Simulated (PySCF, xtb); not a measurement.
C5H9N, SMILES CC(C)=C=CN. Other conformers were not sampled.

Harmonic wavenumbers (cm⁻¹) from GFN2-xTB (xtb) at its own minimum, in rising order: 106, 118, 126, 163, 246, 330, 338, 389, 504, 537, 755, 766, 809, 971, 977, 994, 1061, 1090, 1159, 1200, 1255, 1390, 1401, 1459, 1479, 1481, 1489, 1501, 1531, 2075, 2992, 2995, 3004, 3010, 3013, 3045, 3051, 3414, 3464.

### Question
What does PySCF with PBE-D3(BJ)/def2-SVP give at its own minimum? (An estimate is asked for; the answer gives what the named calculation found.)

### Answer
105, 131, 155, 195, 245, 330, 372, 410, 525, 573, 659, 727, 810, 916, 933, 957, 1036, 1085, 1168, 1181, 1251, 1322, 1334, 1392, 1395, 1397, 1409, 1482, 1568, 2014, 2946, 2950, 3015, 3016, 3049, 3083, 3085, 3448, 3554. Paired by order, the mean absolute difference is 37 cm⁻¹ and the zero-point energies are 79.6 and 78.9 kcal/mol.
